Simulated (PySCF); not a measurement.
A calculated (r2SCAN, PySCF 2.14, x2c-QZVPPall with one added diffuse shell each of s, p, d, f type, scalar relativity by spin-free X2C-1e) atom or ion has these occupied shells.

```json
{"shell": "1s β", "electrons": "1", "orbital energy (eV)": "-3961.6", "rms radius, mean of both spins (bohr)": "0.0889"}
{"shell": "1s α", "electrons": "1", "orbital energy (eV)": "-3961.6", "rms radius, mean of both spins (bohr)": "0.0889"}
{"shell": "2s α", "electrons": "1", "orbital energy (eV)": "-416.92", "rms radius, mean of both spins (bohr)": "0.395"}
{"shell": "2s β", "electrons": "1", "orbital energy (eV)": "-416.75", "rms radius, mean of both spins (bohr)": "0.395"}
{"shell": "2p α", "electrons": "3", "orbital energy (eV)": "-334.99", "rms radius, mean of both spins (bohr)": "0.364"}
{"shell": "2p β", "electrons": "3", "orbital energy (eV)": "-334.87", "rms radius, mean of both spins (bohr)": "0.364"}
{"shell": "3s α", "electrons": "1", "orbital energy (eV)": "-45.601", "rms radius, mean of both spins (bohr)": "1.26"}
{"shell": "3s β", "electrons": "1", "orbital energy (eV)": "-44.916", "rms radius, mean of both spins (bohr)": "1.26"}
{"shell": "3p α", "electrons": "3", "orbital energy (eV)": "-25.926", "rms radius, mean of both spins (bohr)": "1.41"}
{"shell": "3p β", "electrons": "3", "orbital energy (eV)": "-25.153", "rms radius, mean of both spins (bohr)": "1.41"}
{"shell": "3d α", "electrons": "2", "orbital energy (eV)": "-1.012", "rms radius, mean of both spins (bohr)": "4.65"}
```

Problem. Name the element and its charge.

Solution. Ca (calcium, neutral), in [Ar] 3d2, high-spin 3F determinant (an excited configuration).
